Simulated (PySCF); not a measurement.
Compound: C7H9O (doublet state).
Atom-mapped SMILES: `[CH2:1]=[CH:2][C:3]1[CH2:4][CH2:5][CH2:6][C:7]1=[O:8]` (hydrogens: H9, H10 on C1; H11 on C2; H12, H13 on C4; H14, H15 on C5; H16, H17 on C6)

Geometry (GFN2-xTB, Å), atoms numbered from 1 in this order:
```
atom  x, y, z in Å
C1     2.5575   -1.0682   -0.5838
C2     1.6975   -0.0635   -0.8763
C3     0.4397    0.1310   -0.2917
C4    -0.2143   -0.7091    0.7493
C5    -1.6889   -0.2813    0.7176
C6    -1.6640    1.1622    0.2188
C7    -0.4115    1.2523   -0.6381
O8    -0.1676    2.1232   -1.4538
H9     2.3253   -1.8200    0.1512
H10    3.5091   -1.1498   -1.0780
H11    1.9715    0.6720   -1.6233
H12    0.2269   -0.4890    1.7282
H13   -0.0836   -1.7766    0.5667
H14   -2.2331   -0.9056    0.0074
H15   -2.1673   -0.3797    1.6909
H16   -2.5515    1.4487   -0.3430
H17   -1.5528    1.8652    1.0480
```

The hyperfine couplings belong to this conformer and change with its torsions.

Method: PySCF, UKS B3LYP, pcH-1 on C H O, non-relativistic, mean-field spin-orbit, GIAO. Isolated species at its GFN2-xTB geometry (one conformer only). Couplings are sensitive to structure, and on GFN2-xTB geometries they can be far from those on DFT ones. The SCF solution wasn't tested for stability. ⟨S²⟩ is 0.776 where a pure state has 0.75.

Largest spin populations (Mulliken): C3 (+0.59), C1 (+0.52), C2 (-0.23) and O8 (+0.20). Three atoms exceed +0.15. The positive populations add up to 1.39 and the negative ones to -0.39, together 2S = 1. The angles at C3 add up to 360.0°, so it is planar.

**Question.** McConnell's relation a(H) = Q·ρ ties the coupling of a proton on a planar π carbon to the spin population of that carbon. What Q do the computed values give?

**Answer.** 
| H | C | ρ(C) | a(H) (G) | a/ρ (G) |
| --- | --- | --- | --- | --- |
| H9 | C1 | +0.518 | -10.92 | -21.1 |
| H10 | C1 | +0.518 | -11.41 | -22.0 |
| H11 | C2 | -0.225 | +3.81 | -16.9 |

A least-squares line through the origin gives Q = -21.2 G with Mulliken populations. In every row coupling and population have opposite signs. Where ρ is negative the coupling is positive.

**Question.** List the C–H protons on four-coordinate carbons next to a three-coordinate spin centre, with their couplings and θ (C–H bond against the normal to the plane of the centre's neighbours, projected along the bond that joins the two).

**Answer.** 
| β H | on | centre | θ (°) | cos²θ | a (G) |
| --- | --- | --- | --- | --- | --- |
| H12 | C4 | C3 | 12 | 0.96 | +30.00 |
| H13 | C4 | C3 | 49 | 0.44 | +15.36 |

Couplings in gauss use g_iso = 2.0040.
